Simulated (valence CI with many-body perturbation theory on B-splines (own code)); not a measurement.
# Ta⁶⁸⁺: key properties

Computed by valence CI with perturbative core correlation (CI+MBPT): three valence electrons over a frozen Dirac-Fock core [He], a basis of 9 s, 9 p, 8 d, 6 f, 3 g, 1 h functions for each j, with the one-electron correlation potential Σ1 (screened to all orders), the two-electron term Σ2, the three-electron term Σ3, Breit, model QED; selected single and double excitations, second order for the rest, scaled by the run's own slope (own B-spline code, finite nucleus).

No measured spectrum was set against this ion. As an estimate, large intervals hold to a few tenths of a per cent, small ones and those within an open d or f shell to about a per cent.

Levels are named by their leading jj configuration (3d3/2^4 stands for four electrons in 3d with j = 3/2), which in mixed levels can hold well under half, so a name can repeat and another be missing.

Rates and lifetimes use the calculated energies. Strong lines usually hold to 10 to 20 %, long lifetimes can be off by a factor of two.

**Question.** What is the ground level?

**Answer.** (2s^2 2p1/2) J=1/2, composition 100 % 2s²2p ²P°, g = 0.617.

**Question.** Name the longest-lived excited levels whose lifetime is computed, and their main decay.

**Answer.** (2s 2p1/2 2p3/2) J=5/2 at 12918 × 10³ cm⁻¹ lives 117 ps, mostly by E1 to (2s^2 2p3/2) J=3/2; (2s 2p1/2^2) J=1/2 at 2136.6 × 10³ cm⁻¹ lives 41.6 ps, mostly by E1 to (2s^2 2p1/2) J=1/2; (2s^2 2p3/2) J=3/2 at 11088 × 10³ cm⁻¹ lives 23.1 ps, mostly by E1 to (2s 2p1/2^2) J=1/2.

**Question.** What are the static dipole polarisabilities of the lowest levels?

**Answer.** (2s^2 2p1/2) J=1/2 0.000163 bohr³, of which the core gives 2.33e-07.

**Question.** Among levels below 92282 × 10³ cm⁻¹, which E1 lines absorb most strongly from the ground level?

**Answer.** to (2s^2 3d3/2) J=3/2 at 0.1143 nm, f = 0.557; to (2s 2p1/2 3p1/2) J=3/2 at 0.1172 nm, f = 0.199; to (2s 2p1/2 2p3/2) J=3/2 at 0.7402 nm, f = 0.167.

**Question.** How well does LS coupling describe the low levels?

**Answer.** Among the lowest 20 levels the leading LS term, summed over configurations, holds 76 % on average. For single configurations the figures are 75 % in LS and 99 % in jj coupling. Terms mix most in the J = 3/2 level at 15729 × 10³ cm⁻¹, where the leading one holds 49 %.
